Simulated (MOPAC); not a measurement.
MOPAC input (PM6):

```
PM6 PRECISE GNORM=0.05 LET XYZ UHF MS=0.5 GEO-OK AUX(PRECISION=9) THREADS=1
C3H4Cl

C    -1.97147400 1    0.00614500 1   -0.66257300 1
C    -0.75363000 1   -0.06505600 1   -1.11008600 1
C     0.64181400 1   -0.07852400 1   -0.75701300 1
Cl    0.89330900 1    0.05834200 1    1.07721600 1
H    -2.83343500 1   -0.02014300 1   -1.32057000 1
H    -2.16927000 1    0.09607000 1    0.40617000 1
H     1.18428200 1    0.76444300 1   -1.17982500 1
H     1.13190700 1   -1.00756900 1   -1.04042000 1
```

From the output:

```
                                                       MOPAC v23.2.5 Linux

          FINAL HEAT OF FORMATION =         37.13575 KCAL/MOL =     155.37597 KJ/MOL

          COSMO AREA              =        110.76 SQUARE ANGSTROMS
          COSMO VOLUME            =         94.69 CUBIC ANGSTROMS

          GRADIENT NORM           =          0.04948          =       0.01749 PER ATOM
          IONIZATION POTENTIAL    =          9.255285 EV
          ALPHA SOMO LUMO (EV)    =         -9.255  0.575
          BETA  SOMO LUMO (EV)    =        -10.478 -0.473
          NO. OF ALPHA ELECTRONS  =         12
          NO. OF BETA  ELECTRONS  =         11
          MOLECULAR WEIGHT        =         75.5176         POINT GROUP:  Cs

          MOLECULAR DIMENSIONS (Angstroms)

            Atom       Atom       Distance
            H     5   Cl     4     4.64788
            H     6    H     8     3.36507
            H     6    H     7     1.74453

          SCF CALCULATIONS        =         30

   ATOM   CHEMICAL          X               Y               Z
  NUMBER   SYMBOL      (ANGSTROMS)     (ANGSTROMS)     (ANGSTROMS)

     1       C         -2.09081850  *   0.00212273  *  -0.75851524  *
     2       C         -0.77545824  *  -0.04401076  *  -0.85090652  *
     3       C          0.62908152  *  -0.07439963  *  -0.71013287  *
     4      Cl          1.05818135  *   0.05156142  *   1.05345598  *
     5       H         -2.74210642  *  -0.04687757  *  -1.62066650  *
     6       H         -2.60526807  *   0.09243160  *   0.19206396  *
     7       H          1.13385259  *   0.77976819  *  -1.21623581  *
     8       H          1.08046398  *  -1.02530883  *  -1.07423124  *

                             CARTESIAN COORDINATES

   1    C       -2.090818502     0.002122726    -0.758515241
   2    C       -0.775458235    -0.044010760    -0.850906522
   3    C        0.629081524    -0.074399626    -0.710132870
   4   Cl        1.058181348     0.051561416     1.053455981
   5    H       -2.742106424    -0.046877569    -1.620666503
   6    H       -2.605268068     0.092431605     0.192063960
   7    H        1.133852594     0.779768194    -1.216235814
   8    H        1.080463981    -1.025308832    -1.074231241

           Empirical Formula: C3 H4 Cl  =     8 atoms

      MOLECULAR POINT GROUP   :   Cs

          ALPHA EIGENVALUES
 -28.11612 -26.30605 -24.95942 -18.94452 -15.99425 -15.89021 -15.25586 -14.32340
 -11.13317 -11.01965 -10.51242  -9.25528   0.57455   0.76012   3.64507   4.62852
   4.73020   5.47762   5.71159   6.12784  89.23693  89.28042  89.30471  89.84594
  89.84787

           BETA EIGENVALUES
 -27.85124 -26.01559 -24.54843 -18.70450 -15.76922 -15.46172 -15.01898 -14.11140
 -10.99501 -10.88175 -10.47849  -0.47264   1.05277   1.47759   3.94747   4.66375
   4.79119   5.70340   5.84032   6.25128  89.40978  89.43066  89.49291  89.87878
  89.88323

              NET ATOMIC CHARGES AND DIPOLE CONTRIBUTIONS

  ATOM NO.   TYPE          CHARGE      No. of ELECS.   s-Pop       p-Pop       d-Pop
    1          C          -0.332525        4.3325     1.10946     3.22307
    2          C          -0.064326        4.0643     1.14720     2.91713
    3          C          -0.140608        4.1406     1.09868     3.04193
    4         Cl          -0.175423        7.1754     1.99216     5.17705     0.00621
    5          H           0.176038        0.8240     0.82396
    6          H           0.180808        0.8192     0.81919
    7          H           0.178018        0.8220     0.82198
    8          H           0.178017        0.8220     0.82198
 DIPOLE           X         Y         Z       TOTAL
 POINT-CHG.    -0.425    -0.152    -2.096     2.144
 HYBRID         0.034     0.021     0.278     0.281
 SUM           -0.391    -0.131    -1.818     1.864

          ATOMIC ORBITAL ELECTRON POPULATIONS

     Atom    s        px        py        pz      x^2-y^2     xz        z^2       yz        xy
    1  C   1.10946   1.01246   1.07404   1.13656
    2  C   1.14720   0.95178   0.95235   1.01300
    3  C   1.09868   0.99726   1.16337   0.88131
    4 Cl   1.99216   1.93819   1.99353   1.24532   0.00023   0.00159   0.00317   0.00116   0.00006
    5  H   0.82396
    6  H   0.81919
    7  H   0.82198
    8  H   0.82198

                    (SZ)    =    0.500000
                    (S**2)  =    0.822509

          ATOMIC ORBITAL SPIN POPULATIONS

    Atom   Total    s     px     py     pz   x^2-y^2  xz     z^2    yz     xy
         Atomic
    1  C -0.3196 -0.016 -0.034 -0.251 -0.019
    2  C  1.1501  0.039  0.035  0.246  0.831
    3  C -0.0933 -0.002 -0.033 -0.007 -0.051
    4 Cl  0.1326 -0.000  0.025  0.000  0.107  0.000 -0.000 -0.000 -0.000  0.000
    5  H  0.0450  0.045
    6  H  0.0572  0.057
    7  H  0.0140  0.014
    8  H  0.0140  0.014

 **********************
 *                    *
 * JOB ENDED NORMALLY *
 *                    *
 **********************

 == MOPAC DONE ==
```

The geometry given is a B3LYP-D3(BJ)/def2-TZVP minimum.
